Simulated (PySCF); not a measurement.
C2H9FSi2, SMILES CC[SiH2][SiH2]F. Coordinates come from a PBE0-D3(BJ)/def2-SVP optimisation. This is a generated structure with no PubChem entry under its InChIKey; it may be hypothetical. One conformer was computed; it need not be the lowest.

Computed equilibrium geometry at PBE0-D3(BJ)/def2-SVP (PySCF confirms it by a frequency run) as bond lengths and angles (one conformer of several):
Atoms: C1 C2 Si3 Si4 F5 H6 H7 H8 H9 H10 H11 H12 H13 H14. Bonded distances (Å): C1–C2 1.526, C1–H6 1.101, C1–H7 1.101, C1–H8 1.102, C2–Si3 1.890, C2–H9 1.104, C2–H10 1.104, Si3–Si4 2.343, Si3–H11 1.498, Si3–H12 1.500, Si4–F5 1.637, Si4–H13 1.494, Si4–H14 1.495. Bond angles (°): C2–C1–H6 111.6, C2–C1–H7 111.5, C2–C1–H8 111.5, H6–C1–H7 107.3, H6–C1–H8 107.4, H7–C1–H8 107.4, C1–C2–Si3 114.4, C1–C2–H9 110.9, C1–C2–H10 110.7, Si3–C2–H9 107.0, Si3–C2–H10 107.7, H9–C2–H10 105.7, C2–Si3–Si4 109.9, C2–Si3–H11 110.4, C2–Si3–H12 111.1, Si4–Si3–H11 109.1, Si4–Si3–H12 108.6, H11–Si3–H12 107.7, Si3–Si4–F5 107.4, Si3–Si4–H13 113.3, Si3–Si4–H14 111.7, F5–Si4–H13 108.0, F5–Si4–H14 107.5, H13–Si4–H14 108.7.
